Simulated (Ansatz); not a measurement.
**How methods differ on SiH3I (SiIH3)**

The species is SiH3I (5 atoms), meant as a singlet with charge 0. As SMILES, `[H][Si]([H])([H])I`. The coordinates come from a GFN2-xTB relaxation.

```xyz
5

Si   -0.0011    0.0027   -0.2523
I     0.0128   -0.0213    2.2096
H     1.3926    0.0112   -0.6615
H    -0.7063    1.2129   -0.6371
H    -0.6981   -1.2055   -0.6587
```

Quantity: the energy change with the Si1–H5 bond stretched from 1.453 to 2.179 Å, in eV. The values are calculated.

| level | kind | program | value (eV) | less FCI/STO-3G | CPU time (all runs) |
| --- | --- | --- | --- | --- | --- |
| HF/STO-3G (restricted) | Hartree–Fock | Ansatz | 3.84 | +1.10 | 0.88 s |
| SVWN5/STO-3G (restricted) | LDA | Ansatz | 2.83 | +0.09 | 2.8 s |
| PBE/STO-3G (restricted) | GGA | Ansatz | 2.72 | -0.02 | 4.3 s |
| r2SCAN/STO-3G (restricted) | meta-GGA | Ansatz | 2.93 | +0.19 | 11 s |
| BHLYP/STO-3G (restricted) | global hybrid | Ansatz | 3.35 | +0.61 | 4.1 s |
| HSE06/STO-3G (restricted) | range-separated hybrid | Ansatz | 3.06 | +0.32 | 4.8 s |
| wB97M-V/STO-3G (restricted) | range-separated hybrid | Ansatz | 3.16 | +0.42 | 57 s |
| MP2/STO-3G (restricted) | perturbation theory | Ansatz | 3.25 | +0.51 | 1 s |
| CCSDT/STO-3G (restricted) | coupled cluster or CI | Ansatz | 2.74 | 0.00 | 1.7 s |
| FCI/STO-3G | exact in the basis | Ansatz | 2.74 | 0.00 | 23 s |

FCI/STO-3G is exact within its basis and frozen core, so for wave-function methods in that basis the difference is their error; functionals converge differently with the basis, so for them it is only a difference. A spin-restricted reference rises too steeply as a bond breaks; here HF/STO-3G, BHLYP/STO-3G, wB97M-V/STO-3G, MP2/STO-3G lie well above the multireference or unrestricted value. All-electron rows without a relativistic Hamiltonian named are non-relativistic. The first shape isn't each level's own minimum. The values span 2.72 to 3.84 eV. All rows use very small basis sets, so none should be taken for the real molecule's value. In the correlated wave-function rows the outer d shell of I is correlated, in sets not made for it. Times are those of the runs behind each value, whatever else they computed, on shared processors of several kinds: orders of magnitude only.
